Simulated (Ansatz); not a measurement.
Total energies of B(H2O)F3 (BOF₃H₂) from Ansatz at r2SCAN-D4/def2-TZVP, gas phase (1 Eh = 27.2114 eV = 2625.5 kJ/mol). The reference geometry is relaxed at r2SCAN-D4/def2-SVP.

```csv
state,geometry,energy (Eh)
charge 0 singlet,reference,-401.01126
charge 1 doublet,reference,-400.53010
free B atom (doublet),–,-24.63675
free O atom (triplet),–,-75.05861
free H atom (doublet),–,-0.49993
free F atom (doublet),–,-99.72763
```

Work out the vertical ionisation energy to the doublet.

E(charge 1 doublet) − E(charge 0 singlet) = -400.53010 − (-401.01126) = 0.48116 Eh = 13.09 eV. For comparison, −ε of the highest occupied level is 9.26 eV at this level, 3.83 eV less.

What is the binding energy per atom against free atoms?

Atoms: 1 × (-24.63675) + 1 × (-75.05861) + 2 × (-0.49993) + 3 × (-99.72763) = -399.87811 Eh. Binding: -399.87811 − (-401.01126) = 1.13315 Eh = 30.83 eV, or 4.40 eV for each of 7 atoms (no zero-point energy, no counterpoise term).
